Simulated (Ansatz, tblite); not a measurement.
Removing and adding an electron: (AgF)2 ring (Ag₂F₂). Total charge 0; singlet. Geometry: r2SCAN-D4/def2-TZVP. Ansatz, gas phase; energy differences of separate SCF runs; the oxidised species was run as a doublet alone; the reduced species was run as a doublet alone.

```
atom    x (Å)    y (Å)    z (Å)
 Ag1   0.1567  -0.3047  -1.4089
  F2  -1.5370  -0.5966  -0.0427
 Ag3  -0.1555   0.3018   1.4095
  F4   1.5358   0.5995   0.0422
```

In the def2 sets Ag takes a core potential; there is no spin–orbit coupling. The xTB rows come from tblite.

```csv
level,−HOMO (eV),vertical IE (eV),−LUMO (eV),vertical EA (eV),HOMO–LUMO gap (eV),IE − EA (eV),remarks
GFN2-xTB,10.16,13.92,6.74,4.14,3.42,9.77,–
PBE-D4/def2-TZVP,5.87,9.21,3.72,–,2.15,–,–
PBE0-D4/def2-TZVP,7.39,9.62,2.69,–,4.70,–,–
PBE0-D4/def2-TZVPD,7.44,–,2.71,1.17,4.73,–,HOMO above zero (-1 doublet)
```

Estimate the rows for GFN1-xTB, PBE-D4/def2-TZVPD, r2SCAN-D4/def2-TZVP, r2SCAN-D4/def2-TZVPD.


```csv
level,−HOMO (eV),vertical IE (eV),−LUMO (eV),vertical EA (eV),HOMO–LUMO gap (eV),IE − EA (eV),remarks
GFN1-xTB,11.50,14.97,9.15,5.28,2.34,9.69,–
PBE-D4/def2-TZVPD,5.92,–,3.75,1.52,2.18,–,HOMO above zero (-1 doublet)
r2SCAN-D4/def2-TZVP,6.03,9.25,3.40,–,2.63,–,–
r2SCAN-D4/def2-TZVPD,6.06,–,3.41,1.39,2.65,–,HOMO above zero (-1 doublet)
```

   A HOMO above zero means that the electron is unbound at that level or that self-interaction error raises the level; the energy of removing that electron tells which. Raw xTB energy differences between charge states are shifted by several eV; the methods need an empirical correction for them.
